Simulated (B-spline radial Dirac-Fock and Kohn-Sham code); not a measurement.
Elastic electron scattering at 3 keV, Cr to Nb

The computed values come from a B-spline atomic structure program: relativistic (Dirac) partial waves in the static field of the Dirac-Fock atom with Furness-McCarthy exchange, without polarisation or absorption potentials. σ_tr1 and σ_tr2 weight the cross section with 1 − P₁ and 1 − P₂ of cos θ; "backward" is the share scattered beyond 90°.

```
 Z  element  σ (a₀²)  σ_tr1 (a₀²)  σ_tr2 (a₀²)  backward (%)  dσ/dΩ at 90° (a₀²/sr)
24       Cr     3.11        0.195        0.361           1.6                 0.0115
24       Cr     3.11        0.195        0.361           1.6                 0.0115
25       Mn     3.33        0.207        0.377           1.6                 0.0122
26       Fe     3.23        0.218        0.392           1.8                 0.0129
27       Co     3.12        0.229        0.405           2.0                 0.0136
28       Ni     3.02        0.239        0.417           2.2                 0.0142
29       Cu     2.66        0.250        0.426           2.7                 0.0149
30       Zn     2.83        0.261        0.439           2.7                 0.0156
31       Ga     3.15        0.272        0.452           2.6                 0.0162
32       Ge     3.35        0.284        0.465           2.6                 0.0168
33       As     3.50        0.295        0.478           2.6                 0.0173
34       Se     3.59        0.307        0.490           2.7                 0.0179
35       Br     3.65        0.319        0.503           2.8                 0.0183
36       Kr     3.68        0.331        0.515           2.9                 0.0188
37       Rb     4.60        0.343        0.530           2.4                 0.0192
38       Sr     5.32        0.356        0.544           2.2                 0.0196
40       Zr     5.48        0.381        0.572           2.3                 0.0202
41       Nb     5.09        0.393        0.583           2.6                 0.0205
```
